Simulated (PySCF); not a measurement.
B3LYP has the VWN-RPA correlation part, as in Gaussian. Excitations are Tamm–Dancoff values on a coarser integration grid. The basis has no diffuse functions, so Rydberg states are missing or too high.

H$_{9}$AlSi$_{3}$, SMILES `[Al]([SiH3])([SiH3])[SiH3]` (charge 0, multiplicity 1)

Computed with B3LYP-D3(BJ)/def2-TZVP // PBE0-D4/def2-TZVP (PySCF).

```json
{
 "HOMO": "-7.12 eV",
 "dipole_moment": "0.13 D",
 "LUMO": "-2.78 eV",
 "HOMO–LUMO gap": "4.33 eV",
 "S1 excitation (TDA)": "3.36 eV",
 "S1 oscillator strength": "0.000",
 "T1 excitation (TDA)": "2.85 eV",
 "S1–T1 gap (TDA)": "0.51 eV",
 "total_energy": "-1116.4400 Ha",
 "cost": "around 2.1 core-minutes (rough)"
}
```

Bond lengths (Å): Si1–Al2 2.457, Si1–H5 1.491, Si1–H6 1.494, Si1–H7 1.490, Al2–Si3 2.459, Al2–Si4 2.459, Si3–H8 1.491, Si3–H9 1.491, Si3–H10 1.494, Si4–H11 1.492, Si4–H12 1.493, Si4–H13 1.490. Bond angles (°): Al2–Si1–H5 112.8, Al2–Si1–H6 108.6, Al2–Si1–H7 112.9, H5–Si1–H6 107.2, H5–Si1–H7 108.0, H6–Si1–H7 107.2, Si1–Al2–Si3 120.9, Si1–Al2–Si4 121.3, Si3–Al2–Si4 117.9, Al2–Si3–H8 111.9, Al2–Si3–H9 113.5, Al2–Si3–H10 109.0, H8–Si3–H9 107.8, H8–Si3–H10 107.0, H9–Si3–H10 107.3, Al2–Si4–H11 110.7, Al2–Si4–H12 109.8, Al2–Si4–H13 113.9, H11–Si4–H12 107.0, H11–Si4–H13 107.6, H12–Si4–H13 107.5.
Charge 0, spin multiplicity 1.
